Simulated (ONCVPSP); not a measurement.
What the settings do to the ONCV potential of Cs (Z = 55)

Base potential:

```
Element                 : caesium (Cs)
Generator               : ONCVPSP 4.0.1
Type                    : optimised norm-conserving Vanderbilt (ONCV)
Functional              : PBE
Relativity              : fully relativistic
Frozen core             : [Kr] 4d10
Valence charge          : 9
Reference configuration : 5s2 5p6 6s1
Partial waves           : 5s+6s: rc 3.00 bohr, ncon 5, nbas 9, qcut 3.9 1/bohr, 2 projectors; 5p: rc 3.05 bohr, ncon 4, nbas 9, qcut 4 1/bohr, 2 projectors, debl 0.8 Ha; d scattering state at 0.3 Ha: rc 2.40 bohr, ncon 4, nbas 8, qcut 3.4 1/bohr, 3 projectors, debl 3 Ha
Local potential         : polynomial inside 2.05 bohr (lpopt 2, dvloc0 -1 Ha)
Core correction         : none
```

Open shells are filled in proportion to 2j + 1.

In the d channel the program set the typed energies aside and used 0.050, 3.050, 6.050 Ha (j = l + 1/2; the other j can differ).

All-electron outer shells of the reference configuration (PBE, scalar-relativistic, ld1.x):

```tsv
shell	level (eV)	outermost node (bohr)	outermost maximum (bohr)
5s	-26.73	0.82	1.54
5p	-13.52	0.89	1.79
6s	-2.09	2.11	4.80
```

Cutoffs, loose and tight: the cutoffs (Ha) at which the residual kinetic energy of the hardest occupied pseudo-wave falls to 1 and 0.1 mHa per electron. They do not see the model core or the augmentation charge, which bear on the density cutoff. Test errors are all-electron minus pseudo excitation energies from the reference, over the configurations 5s2 5p6 6s0; 5s2 5p6 6s0.5; 5s2 5p6 6s0 6p1; 5s1 5p6 6s1. A dash means not determined; rows that change the core or the reference have their own tests.

For the base: The cutoffs count occupied waves only; projector 3 of the d channel, the hardest unoccupied one, needs 19 Ha at the loose tolerance.

| change | outcome | cutoff, loose | cutoff, tight | bound ghosts | GHOST(+) flags above zero | largest test error (meV) |
| --- | --- | --- | --- | --- | --- | --- |
| base | generated, projector energies reset by the program | 5.4 Ha | 7.0 Ha | none | none | -72 |
| p: rc 3.42 | generated, projector energies reset by the program | 5.4 Ha | 7.0 Ha | none | none | -66 |
| local potential polynomial inside 2.05 bohr (lpopt 2, dvloc0 -1.5 Ha) | generated, projector energies reset by the program | 5.4 Ha | 7.0 Ha | none | none | -72 |
| s: nproj 4 | generated, projector energies reset by the program | 5.4 Ha | 7.0 Ha | none | s | -72 |
| functional LDA (Perdew-Wang 92) | generated, projector energies reset by the program | 5.4 Ha | 6.9 Ha | none | none | -73 |
| s: qcut 4.5; p: qcut 4.7; d: qcut 4 | generated, projector energies reset by the program | 6.6 Ha | 8.2 Ha | none | s | -44 |

(1) What comes out with this change to the base: s: nbas 8?

(2) What comes out with this change to the base: s: rc 3.84?

(3) What comes out with this change to the base: reference 5s2 5p6 6s0.75 6p0.25; wave 5p: rc 3.05 bohr, ncon 4, nbas 9, qcut 4 1/bohr, 2 projectors, debl 0.8 Ha becomes 5p+6p: rc 3.05 bohr, ncon 4, nbas 9, qcut 4 1/bohr, 2 projectors?

Results:

(1) outcome: generated, projector energies reset by the program; cutoff, loose: 5.8 Ha; cutoff, tight: 7.4 Ha; bound ghosts: none; GHOST(+) flags above zero: none; largest test error (meV): -57.

(2) outcome: generated, projector energies reset by the program; cutoff, loose: 4.2 Ha; cutoff, tight: 5.1 Ha; bound ghosts: none; GHOST(+) flags above zero: none; largest test error (meV): -219.

(3) outcome: generated, projector energies reset by the program; cutoff, loose: 5.4 Ha; cutoff, tight: 7.0 Ha; bound ghosts: none; GHOST(+) flags above zero: none; largest test error (meV): +0.1.
